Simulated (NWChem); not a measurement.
Species: C$_{3}$H$_{7}$O$_{2}$, doublet; SMILES CC([O])CO

```xyz
12

C      1.3843    -0.7539     0.1199
C     -0.0763    -0.5336    -0.2658
O     -0.8688    -1.6055    -0.0270
C     -0.6726     0.7607     0.2901
O      0.0817     1.8390    -0.1908
H      1.4622    -0.9121     1.2069
H      1.7852    -1.6414    -0.3887
H      1.9820     0.1279    -0.1475
H     -0.1142    -0.4339    -1.3823
H     -0.6616     0.7009     1.3977
H     -1.7320     0.8032    -0.0281
H     -0.2371     2.6479     0.2191
```
Atoms are numbered in this order, from 1.

Computed with NWChem. Spin-unrestricted. Geometry: optimised at PBE0/def2-SVP, spin-unrestricted. No stability test was run on the SCF state.

Q: Order these by “lowest empty minus highest occupied level, either spin (eV)”, lowest first: PBE0/def2-TZVP; PBE0/def2-SVP; PBE0/def2-SVPD.

A: PBE0/def2-SVPD (4.06), PBE0/def2-TZVP (4.13), PBE0/def2-SVP (4.19)
